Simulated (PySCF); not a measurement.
Compound: C8H4N2Se.
Bonds: N1–C2 (triple), C2–Se3, Se3–C4, C4–C5 (aromatic), C5–C6 (aromatic), C6–C7 (aromatic), C7–C8, C8–N9 (triple), C7–C10 (aromatic), C10–C11 (aromatic), C4–C11 (aromatic). Hydrogens: H12 on C5; H13 on C6; H14 on C10; H15 on C11.

Computed, not measured: PBE0-D3(BJ)/def2-SVP geometry optimisation, gas phase (PySCF).

What internal coordinates does the optimisation give?

```
           bond  length (Å)     order
          N1≡C2       1.162    triple
         C2–Se3       1.826    single
         Se3–C4       1.914    single
  C4–C5, C4–C11       1.397  aromatic
 C5–C6, C10–C11       1.389  aromatic
  C6–C7, C7–C10       1.402  aromatic
          C7–C8       1.431    single
          C8≡N9       1.159    triple
C5–H12, C11–H15       1.092    single
C6–H13, C10–H14       1.091    single
```

Bonds in one row agree within 0.01 Å and their mean is given. Orders are formal, as drawn. A selection of angles:
```
     angle  degrees
 N1–C2–Se3    178.8
 C2–Se3–C4     98.1
 Se3–C4–C5    123.5
Se3–C4–C11    115.8
 C5–C4–C11    120.7
  C4–C5–C6    119.4
  C5–C6–C7    120.4
  C6–C7–C8    120.2
 C6–C7–C10    119.6
  C7–C8–N9    179.9
```

Torsions: C2–Se3–C4–C5 0° (synperiplanar).

Se3 (selenium bonded to 2 C) is bent (angle 98.1°). The 6-membered ring C4–C5–C6–C7–C10–C11 has internal angles of 119.4° to 120.7°; it is planar, 0.00 Å rms from its mean plane, widest ring torsion 0°. The C–C distances run from 1.388 Å (C10–C11, aromatic) to 1.431 Å (C7–C8, drawn single), a spread of 0.043 Å. Of the pairs four or more bonds apart, C2···H12 is among the closest relative to their van der Waals radii: 2.49 Å, 86 % of the sum of Bondi's values. The 11 heavy atoms lie in one plane (0.003 Å rms). The 2 C–Se bonds span 1.826 Å (C2–Se3, drawn single) to 1.914 Å (Se3–C4, drawn single), a spread of 0.088 Å.

Point group: Cs (every atom within 0.08 Å of its image). PBE0-D3(BJ)/def2-SVP frequencies: not computed here. One conformer, not necessarily the lowest.
